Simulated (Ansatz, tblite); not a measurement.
Cost and result up the ladder for SnMe2(pyrrolidide)2 (C10H22N2Sn) (35 atoms). Charge 0, multiplicity 1. Geometry: r2SCAN-D4/def2-SVP.

Cartesian coordinates in Å:
```
Sn 0.493 -1.135 -0.336
C 0.285 -1.987 -2.296
H 1.233 -2.429 -2.636
H -0.014 -1.198 -3.002
H -0.487 -2.769 -2.279
C 1.624 -2.285 1.099
H 1.042 -3.169 1.401
H 1.837 -1.674 1.988
H 2.575 -2.616 0.658
N -1.376 -0.927 0.466
C -2.431 -0.211 -0.230
C -3.693 -0.527 0.602
C -3.146 -0.875 2.010
C -1.620 -0.692 1.878
H -2.514 -0.540 -1.281
H -2.262 0.891 -0.246
H -4.229 -1.388 0.173
H -4.394 0.323 0.617
H -3.569 -0.238 2.803
H -3.380 -1.920 2.267
H -1.348 0.343 2.199
H -1.045 -1.390 2.511
N 1.243 0.763 -0.638
C 1.300 1.718 0.457
C 1.792 3.017 -0.220
C 2.535 2.529 -1.490
C 2.457 0.991 -1.403
H 2.025 1.425 1.255
H 0.313 1.831 0.938
H 2.440 3.604 0.451
H 0.938 3.655 -0.493
H 2.019 2.880 -2.397
H 3.576 2.887 -1.541
H 2.407 0.506 -2.393
H 3.375 0.608 -0.893
```

Ansatz on 2 threads of AMD EPYC 7R13 on a shared host and a share (18 GiB) of an NVIDIA H100 80GB HBM3; xTB runs through tblite on one thread. Times are rough, summed over both states, and most runs start from the orbitals of an earlier one. PBE0-D4/def2-TZVP serves as the yardstick here, not as an exact answer. The other state is a doublet.

In the def2 sets Sn takes a core potential; there is no spin–orbit coupling. The xTB rows come from tblite. B3LYP takes the VWN-RPA correlation. Single mean-field runs in def2-TZVP are fitted with def2-universal-jkfit.

Raw xTB energies of ions are shifted by several eV.

```tsv
level	functions	wall time	vertical IE (eV)	difference from PBE0-D4/def2-TZVP (eV)
GFN2-xTB	79	0.073 s	11.56	4.40
GFN1-xTB	101	0.095 s	12.44	5.28
PBE-D4/def2-TZVP	554	7.8 s	6.79	-0.37
PBE0-D4/def2-TZVP	554	8.8 s	7.16	0.00
B3LYP-D4/def2-TZVP (with forces)	554	8.9 s	7.18	0.02
```
